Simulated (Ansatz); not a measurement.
Basis sets compared for nido-B5H9 (I for H, site a on B) (B₅H₈I). The state is a singlet with charge 0. Geometry B3LYP-D4/def2-SVP. Ansatz on 4 threads of Arm Neoverse V2 on a shared host; times are rough, and most runs start from earlier orbitals.

| atom | x (Å) | y (Å) | z (Å) |
| --- | --- | --- | --- |
| B1 | -1.111 | 0.629 | 0.129 |
| B2 | -0.301 | -0.832 | 0.818 |
| B3 | -0.383 | -0.554 | -0.853 |
| B4 | 0.367 | 0.974 | -0.844 |
| B5 | 1.174 | -0.491 | -0.169 |
| I6 | -0.967 | -2.509 | 2.013 |
| H7 | -2.225 | 1.062 | 0.169 |
| H8 | -0.824 | -1.217 | -1.743 |
| H9 | 0.619 | 1.726 | -1.739 |
| H10 | 2.178 | -1.095 | -0.405 |
| H11 | -0.738 | 0.317 | 1.395 |
| H12 | 0.972 | -0.520 | 1.172 |
| H13 | 1.477 | 0.834 | -0.084 |
| H14 | -0.240 | 1.675 | 0.141 |

In the def2 sets I takes a core potential; there is no spin–orbit coupling. Another isomer (singlet) lies 0.06 eV lower at PBE0-D4/def2-TZVP; other spin states weren't run for this one.

Binding counts from free atoms (B doublet, I doublet, H doublet) in the same basis, without a counterpoise term.

```tsv
level	functions	energy (Eh)	HOMO (eV)	LUMO (eV)	binding per atom (eV)	wall time
PBE-D4/def2-SVP	136	-426.4724	-6.14	-1.51	3.73	1.6 s
PBE0-D4/def2-SVP	136	-426.5438	-7.26	-0.65	3.71	2 s
```

Question: Estimate the rows for PBE-D4/def2-TZVP (with forces), PBE0-D4/def2-TZVP.

Answer: 
```tsv
level	functions	energy (Eh)	HOMO (eV)	LUMO (eV)	binding per atom (eV)	wall time
PBE-D4/def2-TZVP (with forces)	253	-426.6147	-6.27	-1.63	3.70	4 s
PBE0-D4/def2-TZVP	253	-426.6806	-7.34	-0.75	3.67	5.5 s
```
